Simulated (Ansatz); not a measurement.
Two members of one family (Series SiMe2X2), computed with Ansatz in the gas phase. Binding counts from free atoms in the multiplicity of their measured ground term, without zero-point energy. A dash marks a value that wasn't run or was left out as unsound. The structures are stationary points that may keep the symmetry of their start. Remarks come from the PBE and PBE0 runs and from stability tests at other levels; not every state was tested. A HOMO above zero means that the electron is unbound at that level and held by the basis, or that self-interaction error raises the level; the energy of removing that electron tells which. HOMO above LUMO (over both spins in singlets and doublets, within one spin in higher multiplets; at PBE or PBE0), or a gap under 0.15 eV within one spin, warns that the state may not be the lowest or that an electron is smeared out.

First: Si(NMeEt)2Me2 (singlet, charge 0, PBE-D4/def2-SVP geometry).

```xyz
33

Si    0.286    0.287    0.108
N     0.531   -1.449   -0.042
C    -0.309   -2.344    0.735
C     1.731   -2.055   -0.600
C     2.871   -2.288    0.402
H    -0.600   -3.240    0.137
H     0.168   -2.718    1.673
H    -1.244   -1.820    1.020
H     1.452   -3.029   -1.068
H     2.104   -1.420   -1.432
H     3.732   -2.796   -0.080
H     3.235   -1.326    0.820
H     2.545   -2.921    1.253
N    -1.413    0.571   -0.253
C    -1.958    0.070   -1.500
C    -2.225    1.576    0.419
C    -2.174    2.979   -0.202
H    -2.987   -0.338   -1.354
H    -2.023    0.836   -2.312
H    -1.325   -0.761   -1.874
H    -3.285    1.224    0.434
H    -1.917    1.639    1.484
H    -2.853    3.680    0.329
H    -1.146    3.399   -0.153
H    -2.477    2.966   -1.270
C     1.465    1.133   -1.107
H     2.534    0.956   -0.866
H     1.291    2.229   -1.071
H     1.288    0.802   -2.150
C     0.612    0.943    1.853
H     1.662    0.716    2.129
H    -0.043    0.456    2.603
H     0.473    2.041    1.935
```

| level | HOMO (eV) | LUMO (eV) | gap (eV) | vertical IE (eV) | vertical triplet (eV) | binding per atom (eV) |
| --- | --- | --- | --- | --- | --- | --- |
| PBE-D4/def2-SVP | -4.53 | 0.46 | 4.99 | 7.01 | 5.33 | 4.12 |
| PBE-D4/def2-TZVP | -4.69 | 0.00 | 4.69 | – | – | 4.09 |
| r2SCAN-D4/def2-TZVP | -4.91 | 0.61 | 5.51 | – | – | 4.02 |
| PBE0-D4/def2-SVP | -5.86 | 1.29 | 7.15 | 7.45 | 6.13 | 4.07 |
| PBE0-D4/def2-TZVP | -5.96 | 0.78 | 6.75 | – | – | 4.04 |

Remarks: gap within one spin near zero at PBE or PBE0 (+1 doublet), HOMO above zero (triplet), gap within one spin near zero at PBE or PBE0 (triplet).

Second: SiMe2(SiMe3)2 (singlet, charge 0, PBE-D4/def2-SVP geometry).

```xyz
35

Si   -0.5499   -0.8245    0.1597
C     0.1592   -2.5824    0.4108
H     1.2677   -2.5750    0.3662
H    -0.2082   -3.2769   -0.3729
H    -0.1391   -2.9937    1.3975
C    -2.4563   -0.9052    0.2620
H    -2.8675   -1.5805   -0.5164
H    -2.9065    0.0987    0.1160
H    -2.7872   -1.2846    1.2513
Si    0.1148   -0.0318   -1.9611
C    -0.1647    1.8458   -2.0889
C     1.9611   -0.4061   -2.2255
C    -0.8926   -0.8988   -3.3230
H     0.0953    2.2156   -3.1026
H     0.4631    2.3952   -1.3570
H    -1.2236    2.1120   -1.8921
H     2.5857    0.0677   -1.4408
H     2.1530   -1.4982   -2.1948
H     2.3043   -0.0274   -3.2111
H    -0.7531   -1.9984   -3.2872
H    -1.9775   -0.6918   -3.2136
H    -0.5797   -0.5494   -4.3299
Si    0.2599    0.6066    1.8502
C     2.0930    1.0185    1.5480
C    -0.7490    2.2193    1.8545
C     0.0889   -0.2312    3.5499
H     2.4971    1.6520    2.3653
H     2.2278    1.5704    0.5943
H     2.7096    0.0981    1.4952
H    -0.6848    2.7399    0.8772
H    -1.8209    2.0168    2.0595
H    -0.3790    2.9150    2.6369
H    -0.9703   -0.4773    3.7701
H     0.6724   -1.1736    3.5935
H     0.4572    0.4354    4.3587
```

Estimate how these quantities change from the first to the second (second minus first).


| level | Δ HOMO (eV) | Δ LUMO (eV) | Δ gap (eV) | Δ vertical IE (eV) | Δ vertical triplet (eV) | Δ binding per atom (eV) |
| --- | --- | --- | --- | --- | --- | --- |
| PBE-D4/def2-SVP | -0.86 | -0.47 | 0.39 | 0.71 | -0.26 | -0.13 |
| PBE-D4/def2-TZVP | -0.78 | -0.40 | 0.37 | – | – | -0.12 |
| r2SCAN-D4/def2-TZVP | -0.75 | -0.71 | 0.04 | – | – | -0.08 |
| PBE0-D4/def2-SVP | -0.63 | -0.55 | 0.08 | 0.58 | -0.74 | -0.11 |
| PBE0-D4/def2-TZVP | -0.55 | -0.42 | 0.13 | – | – | -0.10 |
